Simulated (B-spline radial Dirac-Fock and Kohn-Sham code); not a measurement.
**Kohn-Sham estimates against Dirac-Fock for the levels of Lu⁶²⁺**

System: the Lu⁶²⁺ ion, [He] 2s2 2p5.

The density-functional columns are spherical, spin-unpolarised Dirac-Kohn-Sham results without Breit or QED terms: −ε is minus the orbital energy of the initial state and ΔSCF the difference of two total energies. The reference in the last column comes from relaxed Dirac-Fock hole states (ΔSCF) with Breit and QED corrections and a finite nucleus. All numbers are from a B-spline atomic structure program, in eV; a selection of levels is shown. The Kohn-Sham columns are given as differences from the reference. For the 1s level of heavy atoms much of the gap between ΔSCF and the reference is the Breit and QED part, -291.3 eV here; for other levels the error of the functional can be larger.

| level | LDA −ε − DF | LDA ΔSCF − DF | Dirac-Fock |
| --- | --- | --- | --- |
| K (1s) | -292.8 | +294.8 | 69084.4 |
| L1 (2s) | -156.1 | -9.9 | 16116.7 |
| L2,3 (2p) | -135.5 | +30.3 | 14943.0 |

Values without a named source are computed, but for edge energies of neutral atoms, which are taken from tables.
